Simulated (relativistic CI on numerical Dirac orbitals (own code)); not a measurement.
# Dy²⁸⁺: computed level list

Calculated at this level of theory: Dirac-Coulomb-Breit CI, KLI orbitals optimised for each configuration, model QED, unscaled Slater integrals (own radial code, finite nucleus).

Configuration list (outside the closed core [Ar] 3d10): 4s2 4p6 4d2, 4s2 4p5 4d3, 4s2 4p6 4d 4f, 4s 4p6 4d3, 4s2 4p5 4d2 4f, 4s 4p6 4d2 4f, 4s2 4p6 4d 5s, 4s2 4p6 4f 5s, 4s2 4p6 4d 5p, 4s2 4p6 4f2, 4s2 4p5 4f3, 4s 4p6 4f3, 4s2 4p6 4f 5p, 4s2 4p5 4f2 5p, 4s 4p6 4f2 5p. Double excitations out of closed p, d and f shells are left out; levels of such configurations are missing from the list, as are those of other unlisted configurations, and high levels can miss mixing partners.

The lowest level is 4s2 4p6 4d2 3F_2, with 80 % of that term; Hund's rules for 4s2 4p6 4d2 give 3F with J = 2, in agreement.

```
No.  Configuration  Term  J   E (eV)    %    Next component (%)  Landé g  Lifetime (s)
  1    4s2 4p6 4d2    3F  2    0.000   80                 18 1D    0.739              
  2    4s2 4p6 4d2    3P  0    6.712   82                 17 1S               4.04e-01
  3    4s2 4p6 4d2    3F  3    8.682   99   1 4s2 4p5 4d2 4f 3F    1.081      1.42e-04
  4    4s2 4p6 4d2    3P  2   12.078   49                 35 1D    1.192      2.37e-04
  5    4s2 4p6 4d2    3F  4   12.690   51                 48 1G    1.126      2.82e-03
  6    4s2 4p6 4d2    3P  1   13.055   99   1 4s2 4p5 4d2 4f 3P    1.498      3.98e-04
  7    4s2 4p6 4d2    1G  4   20.501   51                 48 3F    1.118      9.48e-05
  8    4s2 4p6 4d2    3P  2   22.441   48                 46 1D    1.228      8.20e-05
  9    4s2 4p6 4d2    1S  0   31.843   82                 17 3P               3.02e-05
 10    4s2 4p5 4d3   5F°  2  126.441   30                21 3D°    1.136      1.28e-09
 11    4s2 4p5 4d3   5D°  1  127.227   42                25 5F°    0.968      8.50e-10
 12    4s2 4p5 4d3   5D°  0  128.922   80                19 3P°               1.59e-09
 13    4s2 4p5 4d3   5F°  3  130.203   34                22 5G°    1.131      1.22e-09
 14    4s2 4p5 4d3   5D°  3  133.091   35                22 3D°    1.284      2.29e-09
 15    4s2 4p5 4d3   5S°  2  133.711   46                17 5P°    1.734      7.29e-10
 16    4s2 4p5 4d3   5F°  4  134.014   41                31 5G°    1.258      1.78e-09
 17    4s2 4p5 4d3   3F°  2  135.808   41                34 5D°    1.040      6.48e-10
 18    4s2 4p5 4d3   5D°  1  136.553   39                36 3D°    0.865      1.91e-10
 19    4s2 4p5 4d3   5G°  5  136.796   37                24 5F°    1.235      9.27e-10
 20    4s2 4p5 4d3   5D°  4  137.631   33                32 3F°    1.248      1.51e-09
 21    4s2 4p5 4d3   3G°  3  137.697   44                32 3F°    0.994      3.85e-10
 22    4s2 4p5 4d3   3H°  6  138.555   43                33 5G°    1.183      9.27e-03
 23    4s2 4p5 4d3   3P°  0  139.510   55                28 1S°               7.48e-09
 24    4s2 4p5 4d3   3G°  4  140.380   30                16 1G°    1.123      4.51e-09
 25    4s2 4p5 4d3   5D°  3  141.329   21                21 3G°    1.193      1.34e-09
 26    4s2 4p5 4d3   3D°  2  141.604   27                22 1D°    1.219      1.02e-09
 27    4s2 4p5 4d3   3S°  1  141.725   33                31 3P°    1.589      1.90e-10
 28    4s2 4p5 4d3   3G°  4  143.824   40                18 5D°    1.124      1.11e-09
 29    4s2 4p5 4d3   3G°  5  143.983   38                22 5G°    1.157      5.52e-09
 30    4s2 4p5 4d3   3D°  2  144.155   29                22 3P°    1.280      3.32e-10
 31    4s2 4p5 4d3   5D°  4  144.936   29                20 3G°    1.250      1.67e-09
 32    4s2 4p5 4d3   5F°  5  145.084   30                26 3H°    1.188      4.36e-10
 33    4s2 4p5 4d3   3G°  3  146.004   57  22 4s2 4p6 4d 4f 3G°    0.820      1.14e-11
 34    4s2 4p5 4d3   5G°  6  146.313   49                31 3I°    1.173      1.69e-04
 35    4s2 4p5 4d3   3D°  2  146.600   36                17 3P°    1.190      1.10e-10
 36    4s2 4p5 4d3   3D°  3  147.487   23                22 3G°    1.165      8.50e-11
 37    4s2 4p5 4d3   3F°  2  148.244   24                20 3P°    1.180      3.21e-11
 38    4s2 4p5 4d3   3D°  3  148.456   50                16 3F°    1.274      7.41e-11
 39    4s2 4p5 4d3   3P°  1  148.544   65                14 5D°    1.490      1.23e-10
 40    4s2 4p5 4d3   3H°  5  148.827   39                22 3G°    1.101      2.35e-10
 41    4s2 4p5 4d3   3I°  7  149.189  100                          1.140      4.52e-04
 42    4s2 4p5 4d3   3F°  4  149.542   40                32 3G°    1.118      8.63e-11
 43    4s2 4p5 4d3   3F°  2  150.148   21                15 5G°    0.953      8.94e-12
 44    4s2 4p5 4d3   3F°  4  150.201   49                25 3G°    1.146      3.73e-11
 45    4s2 4p5 4d3   5P°  3  150.641   44                36 3D°    1.415      4.27e-10
```

Energies count from the lowest computed level; ° marks odd parity; lifetimes are radiative, by E1, M1, E2, M2, E3 decay to levels of this space only.

The mean weight of the leading LS term, summed over parents, in these 45 levels is 47 %, and that of the leading jj configuration (from the same eigenvectors) 78 %, so jj coupling describes them better and the LS labels are nominal.

At this charge energies of transitions that change n are usually good to better than 1 %, and those within a shell (Δn = 0) to a few per cent. Terms inside the open d or f shell come out 10 to 20 % too wide with unscaled integrals.

LS names give the leading component of a level, which can be under half, so a name can repeat, a term be missing and a line seem to break the LS rules.
